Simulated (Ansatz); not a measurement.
Reaction (formal hydrolysis of the Al–C bond): `[CH3][AlH][C](=N)[SeH]` + H₂O → `[CH3][AlH][OH]` + `N=C[SeH]`

Program: Ansatz. Geometries: PBE0-D4/def2-TZVP. ΔE: electronic, gas phase. CCSD(T)/CBS is the MP2 limit (def2-TZVPP, def2-QZVPP) plus CCSD(T) − MP2 in def2-TZVPP, frozen cores. This one scheme is used for every species. For Se outer-core shells are correlated without core-valence functions, which leaves a few kJ/mol of doubt a bond. Scalar relativity is left out up to krypton. One conformer a species, not always the lowest.

| level | ΔE (kJ/mol) |
| --- | --- |
| CCSD/def2-TZVPP | -135.4 |
| MP2/CBS(def2) | -128.0 |

(1) What does CCSD(T)/CBS give? (Best estimate.)

Largest T1 diagnostic among the species: 0.012.

Answers

(1) Ansatz gave: -126.2 kJ/mol. The listed levels differ from it by -9.2, -1.8 kJ/mol.

In def2-TZVPP, CCSD(T) changes the Hartree–Fock value by +23.3 kJ/mol (the triples alone add +5.3 kJ/mol) and MP2 by +21.5 kJ/mol. The D4 term adds +10.1 kJ/mol with B3LYP and +5.7 kJ/mol with PBE0; it sums over pairs of atoms, weighted by their polarisabilities, and B3LYP, whose exchange is more repulsive, gets the larger term. From PBE to PBE0 (25 % exact exchange), in def2-TZVPP and without D4, ΔE moves by −4.3 kJ/mol.

B3LYP here is the variant with VWN-RPA as its local correlation; programs differ in this.
